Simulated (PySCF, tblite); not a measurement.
`C#CP(C)CC1=CC=CC=C1`. Computed geometry: GFN2-xTB, gas phase.

```
atom  x, y, z in Å
C1    -4.3631   -1.2454    0.1505
C2    -3.2409   -0.9595    0.4743
P3    -1.6101   -0.6372    1.0816
C4    -1.6956    1.2150    1.0111
C5    -0.7229   -0.9189   -0.5533
C6     0.6767   -0.4069   -0.4551
C7     1.5887   -1.0407    0.3821
C8     2.8801   -0.5654    0.5072
C9     3.2782    0.5582   -0.1984
C10    2.3770    1.1995   -1.0299
C11    1.0842    0.7211   -1.1557
H12   -5.3410   -1.4712   -0.1624
H13   -2.0681    1.5587    0.0471
H14   -2.3569    1.5695    1.7998
H15   -0.6976    1.6167    1.1829
H16   -0.7274   -1.9980   -0.7318
H17   -1.2759   -0.4281   -1.3582
H18    1.2738   -1.9141    0.9363
H19    3.5777   -1.0703    1.1592
H20    4.2862    0.9327   -0.0979
H21    2.6800    2.0775   -1.5820
H22    0.3865    1.2262   -1.8091
```

Task: What is the longest distance between nuclei?

Result: H12···H20, 9.92 Å; the next longest distance is 9.02 Å.

Task: Give the dihedral angles C11–C6–C7–C8, C5–P3–C4–H13, C5–P3–C4–H15, C7–C8–C9–C10, C9–C10–C11–H22.

Result: C11–C6–C7–C8 -1° (synperiplanar); C5–P3–C4–H13 49° (synclinal); C5–P3–C4–H15 -72° (synclinal); C7–C8–C9–C10 0° (synperiplanar); C9–C10–C11–H22 180° (antiperiplanar). Dihedral signs follow IUPAC: positive where, seen along the central bond, the front bond turns clockwise onto the rear one.

Task: Where is the centre of mass (commonest isotopes), and what is the radius of gyration?

Result: Mass 162.060 u; centre at (-0.171, -0.216, 0.139) Å; Rg = √(Σ m r²/M) = 2.648 Å. As Ia + Ib + Ic = 2 Σ m r², the three principal moments sum to 2273.3 u·Å².

Task: What is the repulsion energy of the bare nuclei, Σ ZA·ZB/RAB?

Result: 626.94 Eh over 231 pairs, with full nuclear charges and distances in bohr; the largest single term is 26.91 Eh (C2 with P3).

Task: What are the angles P3–C4–H15, H13–C4–H14, C6–C7–C8, C7–C8–H19, C9–C10–C11, C6–C11–H22?

Result: From the scalar product of the two bond vectors; for P3–C4–H15 it is -0.6466 Å² over 1.8555 × 1.0894 Å², cos θ = -0.3199. P3–C4–H15 108.7°; H13–C4–H14 109.3°; C6–C7–C8 120.7°; C7–C8–H19 119.8°; C9–C10–C11 120.2°; C6–C11–H22 119.7°.

Its GFN2-xTB frequencies are all real (lowest 28 cm⁻¹). One conformer, not necessarily the lowest. 3 starts were optimised and ended at 0.00, 0.00 and 0.54 kcal/mol (GFN2-xTB); the lowest of these is shown.
